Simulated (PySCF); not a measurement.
# How the method changes the shape and vibrations of CH4OSi

Calculated results; nothing here was measured. The program is PySCF 2.14.0, an open-source quantum chemistry code, run on an isolated molecule that a program drew, which may never have been made. The molecule is CH4OSi (charge 0, singlet), drawn as the SMILES string `C[SiH]=O`.

The geometry was optimised and harmonic frequencies were computed with HF and MP2, all in the cc-pV(D+d)Z basis, for the commonest isotopes, with a restricted reference for singlets and an unrestricted one otherwise, and a frozen core in MP2. Each result is a local minimum of its method.

Geometry at the HF minimum:
```xyz
7
CH4OSi, angstrom
C    -0.3958   -0.8229   -1.1598
Si   -1.0028   -0.7832    0.5905
O    -0.5176    0.1238    1.6803
H     0.3777   -0.0739   -1.3297
H     0.0052   -1.8152   -1.3905
H    -1.2292   -0.6459   -1.8471
H    -2.0635   -1.7889    0.8026
```

Lengths of the bonds as drawn, in Å (atoms numbered as above):
```
bond,HF,MP2
C1-Si2,1.853,1.860
Si2-O3,1.499,1.542
C1-H4,1.090,1.100
C1-H5,1.095,1.105
C1-H6,1.095,1.105
Si2-H7,1.477,1.485
```

Rotational constants, in GHz:
```
constant     HF    MP2
       A  34.03  33.57
       B  6.684   6.47
       C  5.786  5.616
```

Harmonic frequencies in cm^-1, each column in rising order, so a row needn't be the same motion in every method:
```
rank,HF,MP2
1,102,108
2,296,274
3,550,502
4,700,667
5,820,764
6,833,764
7,999,945
8,1328,1182
9,1392,?
10,1536,1440
11,1545,1447
12,2341,2270
13,3166,3080
14,3238,3175
15,3290,3217
```

**Estimate the missing MP2 frequency from the HF column.**

A single factor s that minimises the squared misfit of MP2 against s times HF over the other rows is sum(HF x MP2) / sum(HF^2) = 0.9659, with an rms misfit of 40 cm^-1. For rank 9 it gives 0.9659 x 1392 = 1345 cm^-1. The calculation gives 1277 cm^-1, 68 cm^-1 below the estimate. The drawn bonds are on average 1.1 % longer in MP2 than in HF.
